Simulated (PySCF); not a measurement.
Isomers C11H7N:

A. SMILES N#Cc1ccc2ccccc2c1
B. `C#CC(=C)C#Cc1ccncc1`
C. `C1(C#C)=C[C@H]2C=C[C@]1(C#N)C=C2`

Spectrum 1. 1H NMR (400 MHz, computed): δ 8.55 (s, 1H), 8.25 (d, 1H), 8.23 (d, 1H), 8.22 (d, 1H), 8.03 (d, 1H), 8.03 (m, 1H), 7.99 (m, 1H). 13C{1H} NMR (computed): δ 141.9 (CH), 138.2 (C), 136.3 (C), 134.8 (CH), 134.8 (CH), 134.6 (CH), 134.5 (CH), 134.2 (CH), 133.3 (CH), 125.0 (C), 114.6 (C).

Spectrum 2. 1H NMR (400 MHz, computed): δ 7.41 (d, 1H), 7.19 (m, 2H), 7.16 (m, 2H), 4.71 (m, 1H), 3.74 (s, 1H). 13C{1H} NMR (computed): δ 156.2 (CH), 151.1 (CH), 149.7 (CH), 144.2 (C), 125.7 (C), 103.8 (CH), 81.1 (C), 55.6 (C), 53.1 (CH).

Spectrum 3. 1H NMR (400 MHz, computed): δ 9.01 (d, 2H), 7.49 (d, 2H), 6.43 (m, 1H), 6.40 (m, 1H), 2.76 (s, 1H). 13C{1H} NMR (computed): δ 156.0 (CH), 143.7 (CH2), 134.8 (C), 131.3 (CH), 118.7 (C), 101.3 (C), 98.3 (C), 88.4 (CH), 85.3 (C).

- GFN2-xTB geometry
- GIAO PBE0/pcSseg-1 shieldings
- code: PySCF 2.14.0 with density-fitted response routines
- relativity neglected, a single conformation, isolated molecule, fast rotation and ring inversion assumed for equivalent nuclei

δ = σ(ref) − σ, references computed at the same level: 1H, 13C vs TMS. Where no couplings were computed, multiplicities follow the n + 1 count of equivalent neighbours, and m marks all less simple cases (inequivalent or close neighbours, rings, F or P nearby). Shifts are as computed. Against solution values, carbons near 30 ppm lie about +3 ppm off and those near 130 ppm about +5 ppm. Of 1211 compounds with measured shifts, 218 miss one by over three times the rms of a fit or turn the order of signals round; such compounds aren't used in these exercises.

Which spectrum belongs to which compound?

Answers

1–A, 2–C, 3–B.

- Spectrum 1 (A): 11 13C signals; δC 134.8 is an aromatic CH; δC 134.8 is an aromatic CH.
- Spectrum 2 (C): 9 13C signals; δC 156.2 is an alkene CH; δC 151.1 is an alkene CH.
- Spectrum 3 (B): 9 13C signals; δC 156.0 is an aromatic CH next to a ring nitrogen; δC 143.7 is a terminal =CH2 carbon.
